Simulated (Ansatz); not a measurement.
System: NaLi, charge 0, multiplicity 1. 
Structure (B3LYP-D3(BJ)/def2-TZVP (Ansatz, an electronic-structure program) minimum search):
```
Li
Na 1 2.8958
```

Total electronic energies in hartree. Correlated levels leave the core frozen unless marked. Spin-orbit coupling is left out. Non-relativistic. CBS(X,Y): correlation extrapolated as X^-3; Hartree-Fock from the larger set.

The Hartree-Fock reference is unstable (checked in the largest basis), which strains HF and MP2. 

```csv
level,program,energy (Eh)
HF/STO-3G,Ansatz,-167.20490
HF/def2-QZVPP,Ansatz,-169.29352
BLYP-D3(BJ)/def2-TZVPD,Ansatz + dftd3,-169.79168
BHLYP-D4/def2-TZVPD,Ansatz + dftd4,-169.78091
wB97X-V/def2-TZVPD,Ansatz,-169.74548
"MP2/CBS(def2-TZVPP,def2-QZVPP)",Ansatz,-169.3152
CCSD/STO-3G,Ansatz,-167.23389
"CCSD(T)/CBS(def2-TZVPP,def2-QZVPP)",Ansatz,-169.3238
"CCSD(T)/CBS(def2-TZVPPD,def2-QZVPPD)",Ansatz,-169.3238
```

Totals of different functionals don't rank their quality; only differences between species are comparable.
